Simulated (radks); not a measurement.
Charge is removed step by step from the 2p down level of neutral silicon, starting from [He] 2s2 2p(up 3, down 3) 3s2 3p2. Calculated with a radial shooting solver on a logarithmic mesh with Libxc functionals: scalar-relativistic Kohn-Sham, PBE, spin-polarised, spherical densities, point nucleus; open shells are filled with parallel spins first. At the starting occupation the eigenvalue is -95.184 eV. Estimate the energy to remove one whole electron from this level, the eigenvalue at the end, and how far E(n) bends from a straight line.

Answer. Delta-SCF 108.75 eV; final eigenvalue -122.98 eV; the deviation from the straight line is -3.478 eV at 0.5 electron removed, the largest on the grid computed. Slater's transition state (half an electron removed) gives 108.61 eV. Integrating minus the eigenvalue over the occupation (Janak's theorem) gives 108.77 eV. In this scalar-relativistic scheme the density is built from large components alone, so the theorem holds only approximately. The mean slope of the eigenvalue, de/dn, is 27.8 eV per electron.
